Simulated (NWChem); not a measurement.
Everything below was run with NWChem. System: H4PSi, charge 0, spin multiplicity 2, at a geometry optimised with UPBE0/def2-SVP. The structure started from a generated list of species. Its SCF solution wasn't tested for a lower state. Level: UBHandHLYP/def2-TZVP.

The NWChem input:

```
start mol
memory heap 200 mb stack 900 mb global 1100 mb
geometry units angstroms nocenter noautoz noautosym
  Si    -0.988620    -0.348077     0.084876
  P      1.104090     0.485529    -0.114167
  H     -1.190416    -0.943966     1.443295
  H     -1.979402     0.750874    -0.114544
  H     -1.229749    -1.411686    -0.940716
  H      1.678893    -0.805080     0.136209
end
basis spherical
  * library def2-tzvp
end
dft
  xc bhlyp
  odft
  mult 2
  semidirect memsize 60000000 filesize 0
  iterations 100
end
task dft energy
```

NWChem printed:

```
             Northwest Computational Chemistry Package (NWChem) 7.3.0
             --------------------------------------------------------

                                NWChem Input Module
                                -------------------

 Scaling coordinates for geometry "geometry" by  1.889725989
 (inverse scale =  0.529177249)

                             Geometry "geometry" -> ""
                             -------------------------

 Output coordinates in angstroms (scale by  1.889725989 to convert to a.u.)

  No.       Tag          Charge          X              Y              Z
 ---- ---------------- ---------- -------------- -------------- --------------
    1 Si                  14.0000    -0.98862000    -0.34807700     0.08487600
    2 P                   15.0000     1.10409000     0.48552900    -0.11416700
    3 H                    1.0000    -1.19041600    -0.94396600     1.44329500
    4 H                    1.0000    -1.97940200     0.75087400    -0.11454400
    5 H                    1.0000    -1.22974900    -1.41168600    -0.94071600
    6 H                    1.0000     1.67889300    -0.80508000     0.13620900

 Effective nuclear repulsion energy (a.u.)      81.0436831551

            Nuclear Dipole moment (a.u.)
            ----------------------------
        X                 Y               Z
 ---------------- ---------------- ----------------
    -0.0000075589    -0.0000018897     0.0000056692


 Summary of "ao basis" -> "" (spherical)
 ------------------------------------------------------------------------------
       Tag                 Description            Shells   Functions and Types
 ---------------- ------------------------------  ------  ---------------------
 *                         def2-tzvp                  on all atoms

                                 NWChem DFT Module
                                 -----------------

 Summary of "ao basis" -> "ao basis" (spherical)
 ------------------------------------------------------------------------------
       Tag                 Description            Shells   Functions and Types
[...]
   -----------------------------

   alpha      1      2      3      4      5      6      7      8      9     10
    beta      1      2      3      4      7      5      6      8     10      9
 overlap   1.000  1.000  1.000  1.000  1.000  0.997  0.997  1.000  1.000  1.000

   alpha     11     12     13     14     15     16     17     18     19     20
    beta     11     12     13     14     15     16     17     18     19     20
 overlap   0.989  0.990  0.991  0.992  0.991  0.998  0.979  0.991  0.992  1.000

   alpha     21     22     23     24     25     26     27     28     29     30
    beta     21     22     23     24     25     26     27     28     29     30
 overlap   0.992  0.991  0.993  0.983  0.993  0.941  0.980  0.947  1.000  0.977

   alpha     31     32     33     34     35     36     37     38     39     40
    beta     31     32     33     34     35     36     37     38     39     40
 overlap   0.982  0.989  0.999  0.977  0.982  0.993  0.739  0.739  0.997  0.998

   alpha     41     42     43     44     45     46     47     48     49     50
    beta     41     42     43     44     45     46     47     48     49     50
 overlap   0.997  0.999  0.995  0.998  1.000  0.999  0.999  0.998  0.997  1.000

   alpha     51     52     53     54     55     56     57     58     59     60
    beta     51     52     53     55     54     56     57     58     59     61
 overlap   1.000  1.000  0.999  0.999  0.985  0.986  0.994  0.996  0.987  0.991

   alpha     61     62     63     64     65     66     67     68     69     70
    beta     60     62     63     64     65     66     67     68     69     70
 overlap   0.990  0.994  0.996  0.991  0.997  0.997  0.994  0.996  0.999  0.999

   alpha     71     72     73     74     75     76     77     78     79     80
    beta     71     72     73     74     75     76     77     78     79     80
 overlap   0.999  1.000  0.995  1.000  0.996  1.000  0.999  1.000  0.999  0.998

   alpha     81     82     83     84     85     86     87     88     89     90
    beta     81     82     83     84     85     86     87     88     89     90
 overlap   1.000  1.000  1.000  1.000  1.000  1.000  1.000  1.000  1.000  1.000

   alpha     91     92     93     94     95     96     97     98
    beta     91     92     93     94     95     96     97     98
 overlap   1.000  1.000  1.000  1.000  1.000  1.000  1.000  1.000

     --------------------------
     Expectation value of S2:
     --------------------------
      <S2> =      0.7571 (Exact =     0.7500)

 center of mass
 --------------
 x =   0.11393514 y =   0.08616667 z =  -0.01900063

 moments of inertia (a.u.)
 ------------------
          65.387634289188         -93.133960896532          22.570288044736
         -93.133960896532         279.386252622411           9.807820935345
          22.570288044736           9.807820935345         318.904490029455

     Multipole analysis of the density
     ---------------------------------

     L   x y z        total         alpha         beta         nuclear
     -   - - -        -----         -----         ----         -------
     0   0 0 0     -0.000000    -17.000000    -16.000000     33.000000

     1   1 0 0     -0.071820     -0.963158      0.891346     -0.000008
     1   0 1 0     -0.208429     -0.455195      0.246769     -0.000002
     1   0 0 1      0.043093      0.106229     -0.063142      0.000006

     2   2 0 0    -22.517168    -88.179851    -83.016726    148.679409
     2   1 1 0     -1.054252    -24.437003    -22.614146     45.996898
     2   1 0 1      0.218473      5.960695      5.582942    -11.325163
     2   0 2 0    -22.506756    -28.883641    -26.934636     33.311521
     2   0 1 1      0.107667      2.481287      2.894312     -5.267931
     2   0 0 2    -22.074471    -18.952542    -14.892468     11.770538

 Task  times  cpu:        9.7s     wall:        9.7s

 Total times  cpu:        9.8s     wall:        9.8s
```
